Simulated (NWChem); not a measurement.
C₂HCl₃Si; SMILES [Si](C#C)(Cl)(Cl)Cl

All runs: NWChem. Pople sets run with spherical d functions. STO-3G and 3-21G are far too small for this property and stand as cheap habits. Structure relaxed at the PBE0/def2-SVP level. B3LYP is NWChem's, with the RPA form of VWN correlation. Field at 589 nm.

### Question
Among these, which level gives the lowest value of “anisotropy (bohr³)”?
(A) B3LYP/def2-SVPD
(B) B3LYP/STO-3G
(C) B3LYP/6-31G*
(D) B3LYP/def2-SVP

### Answer
B, B3LYP/STO-3G. Values: B3LYP/STO-3G 13.9; B3LYP/def2-SVPD 21.0; B3LYP/6-31G* 22.6; B3LYP/def2-SVP 24.0
